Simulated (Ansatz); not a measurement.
Reaction (ligand exchange at a Ga–Te bond): `[CH3][Ga]([F])[TeH]` + CH₃OH → `C[O][Ga]([CH3])[F]` + H₂Te

Computed with Ansatz on PBE0-D4/def2-TZVP structures; ΔE is electronic, products minus reactants. CBS: MP2 limit from def2 TZ/QZ plus the TZ coupled-cluster correction, frozen cores. This one scheme is used for every species. Functionals use def2-TZVPP. HSE06 is defined as in plane-wave codes. Elements past krypton have def2 core potentials. For Ga, Te outer-core shells are correlated without core-valence functions, which leaves a few kJ/mol of doubt a bond. Scalar relativity is left out up to krypton. Each species was taken in one conformer, which may not be the lowest.

`[CH3][Ga]([F])[TeH]`:

```xyz
8

C    -0.266    0.791   -0.958
Ga   -0.386   -0.692    0.304
F    -1.753   -1.795    0.134
Te    1.080   -1.393    2.218
H    -0.157    0.393   -1.969
H     0.581    1.437   -0.731
H    -1.189    1.372   -0.918
H     2.091   -0.113    1.918
```

CH₃OH:

Cartesian coordinates in Å:
```
C 0.262 0.241 -0.021
O -0.986 -0.289 0.366
H 0.331 1.241 0.407
H 0.359 0.329 -1.110
H 1.103 -0.351 0.360
H -1.070 -1.170 -0.002
```

`C[O][Ga]([CH3])[F]`:

Cartesian coordinates in Å:
```
C -0.859 -1.441 1.026
O -0.098 -1.537 -0.150
Ga 0.618 -0.136 -0.966
C 0.520 1.741 -0.470
F 1.509 -0.652 -2.384
H -1.850 -1.879 0.862
H -1.004 -0.410 1.375
H -0.373 -1.999 1.833
H 1.401 2.011 0.116
H 0.505 2.357 -1.369
H -0.369 1.945 0.127
```

H₂Te:

Z-matrix (Å, degrees):
```
Te
H 1 1.656
H 1 1.656 2 90.4
```

```csv
level,ΔE (kJ/mol)
HSE06-D4,68.6
BHLYP-D4,62.7
CAM-B3LYP-D4,52.0
PBE,64.9
r2SCAN0,64.4
CAM-B3LYP,51.4
CCSD/def2-TZVPP,52.9
MP2/def2-QZVPP,63.5
```

(1) What does CCSD(T)/CBS give? (Estimate.)

Largest T1 diagnostic among the species: 0.014.

Results:

(1) Computed: +62.0 kJ/mol. The listed levels differ from it by 6.6, 0.7, -10.0, 2.9, 2.4, -10.6, -9.1, 1.5 kJ/mol.

Leaving LDA and LC-ωPBE aside and taking each functional with its dispersion term where it has one, the values, not all of them listed here, spread over 17.3 kJ/mol, from B97M-V to HSE06-D4. LDA lies −5.6 kJ/mol from PBE without D4. From BLYP to BHLYP (50 % exact exchange), in def2-TZVPP and without D4, ΔE moves by +3.1 kJ/mol. At CCSD(T), def2-SVP lies −16.2 kJ/mol from the extrapolated value and def2-TZVPP −8.9 kJ/mol.

CCSD(T)/CBS has its own doubt, a few kJ/mol and more with outer-core shells, so smaller differences from it don't rank the levels.
